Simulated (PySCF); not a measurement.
# Level sweep

Species: pentafluorochloroethane, C2ClF5.
Cartesian coordinates in Å at the PBE0-D3(BJ)/def2-SVP level; atoms count from 1:
```
atom  x, y, z in Å
F1    -1.2407    0.1648    1.2567
C2    -0.0101    0.1715    0.7662
F3     0.5175    1.3711    0.9437
F4     0.7156   -0.7262    1.4117
C5    -0.0720   -0.1715   -0.7410
F6    -0.8430    0.7234   -1.3480
F7    -0.6226   -1.3720   -0.8785
Cl8    1.5379   -0.1613   -1.4507
```

PySCF, dipoles from the SCF density, polarisabilities from static response with core orbitals frozen. Isolated species at its PBE0-D3(BJ)/def2-SVP geometry, gas phase.

Task: How do dipole and polarisability depend on functional and basis here?

Result: 

```
              level  μ (D)  α (au)  anisotropy (au)
      LDA/def2-SVPD  0.401   46.23            10.42
      PBE/def2-SVPD  0.326   46.25            10.42
    B3LYP/def2-SVPD  0.471   44.22             9.92
     PBE0/def2-SVPD  0.423   43.69             9.78
BHandHLYP/def2-SVPD  0.570   41.92             9.39
CAM-B3LYP/def2-SVPD  0.514   43.65             9.58
  wB97X-D/def2-SVPD  0.416   43.44             9.61
  LC-wPBE/def2-SVPD  0.439   43.21             9.28
       HF/def2-SVPD  0.606   39.52             8.93
        PBE0/6-31G*  0.037   32.28            12.91
      PBE0/def2-SVP  0.340   30.29            11.23
       PBE0/6-31+G*  0.430   39.92            11.26
   PBE0/aug-cc-pVDZ  0.385   43.63            10.25
     PBE0/def2-TZVP  0.408   39.11            11.09
```

The anisotropy is √(½[(α1 − α2)² + (α2 − α3)² + (α3 − α1)²]). The dipole runs from 0.04 D (PBE0/6-31G*) to 0.61 D (HF/def2-SVPD). No reference polarisability is at hand; against PBE0 in the largest diffuse basis at hand (aug-cc-pVDZ) the other PBE0 rows deviate by 6-31G* -26%, def2-SVP -31%, 6-31+G* -8%, def2-SVPD 0%, def2-TZVP -10%. In one basis (def2-SVPD) the functionals order the polarisability from HF (lowest) to PBE (highest), a spread of 17%. With PBE0 the polarisability is 33.89 au without diffuse functions (mean of 6-31G*, def2-SVP and def2-TZVP) and 42.41 au with them (mean of 6-31+G*, def2-SVPD and aug-cc-pVDZ).
